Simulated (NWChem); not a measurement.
System: HfF₄; SMILES [F][Hf]([F])([F])[F]

Program: NWChem. All runs use the structure optimised with PBE0/def2-SVP. def2 effective core potentials on Hf; no spin-orbit coupling. Level PBE/def2-SVP: single points from the atomic guess with DIIS by default; each run changes one setting, and all converged runs end within 0.3 mHa of each other. NWChem's automatic level shift, which a small gap switches on, acted in some of these runs.

```csv
setting,SCF iterations
defaults,7
DIIS on 20 Fock matrices,7
no level shifting,7
level shift of 0.5 Ha throughout,15
core-Hamiltonian guess,17
occupation smearing of 0.005 Ha,7
```
